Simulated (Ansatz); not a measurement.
Born–Oppenheimer molecular dynamics of ClF5HTa (8 atoms, charge 0, multiplicity 1). It starts at the highest image of a converged band, a first-order saddle point between two minima.

Method: RKS BHLYP/def2-SVP in Ansatz.

```yaml
ensemble: NVE (velocity Verlet)
time_step: 0.5 fs
steps_asked: 200
starting_velocities_drawn_for: 100 K
seed: 4109
```

First frame:

```xyz
8
Properties=species:S:1:pos:R:3
Ta -0.079 -0.225 0.127
Cl 2.445 0.336 0.390
F -0.166 0.075 1.968
F 0.376 -0.734 -1.610
F -0.508 1.505 -0.330
F -1.694 -1.107 0.084
F 1.093 -1.838 0.669
H 2.029 -1.116 0.653
```

Q: What does the run give?

A: The run went to its last step.

```
steps done                                               : 200
time covered                                             : 100 fs
mean temperature over the second half                    : 668 K
spread of the potential energy over the second half      : 9.1 meV per atom
mean potential energy of the second half above the start : -55.0 meV per atom
```

The conserved energy stayed within 0.045 meV per atom of its start (net change -0.023 meV per atom), so the integration is sound. The kinetic energy rose, since the run started high on the potential surface and went downhill. A run of 0.1 ps of so small a system gives no equilibrium averages. The orbitals stay closed-shell, which can raise the energy where a bond breaks towards radicals; this wasn't checked here.

Q: What happens to the structure?

A: Between its relaxed ends the band would form Cl2–H8 and break F7–H8. These pairs go: Cl2–H8 1.53 → 1.26 Å, F7–H8 1.18 → 3.36 Å. In the last frame they stand as after the step (other bonds may differ from the relaxed reactants and products). Also parted: Ta1–H8 2.35 → 3.86 Å. It ends as one piece, ClF5HTa. Pairs count as bonded within 1.25 times the sum of covalent radii (0.12 Å more for H–H). The details hang on the random start.

Q: How do temperature and energy run in time?

A: 
| time (fs) | T (K) | potential energy less start (eV) | conserved less start (meV/atom) |
| --- | --- | --- | --- |
| 0 | 100 | 0.000 | 0.00 |
| 8 | 71 | 0.023 | 0.01 |
| 16 | 135 | -0.027 | 0.00 |
| 24 | 290 | -0.148 | -0.02 |
| 32 | 439 | -0.263 | 0.02 |
| 40 | 536 | -0.339 | -0.03 |
| 48 | 607 | -0.393 | 0.01 |
| 56 | 787 | -0.533 | -0.03 |
| 64 | 784 | -0.531 | -0.02 |
| 72 | 682 | -0.451 | 0.01 |
| 80 | 666 | -0.439 | -0.03 |
| 88 | 583 | -0.374 | 0.01 |
| 96 | 527 | -0.332 | -0.04 |

The run took 9.4 min on 4 threads of Arm Neoverse V1 (shared host), peak memory 0.34 GiB.
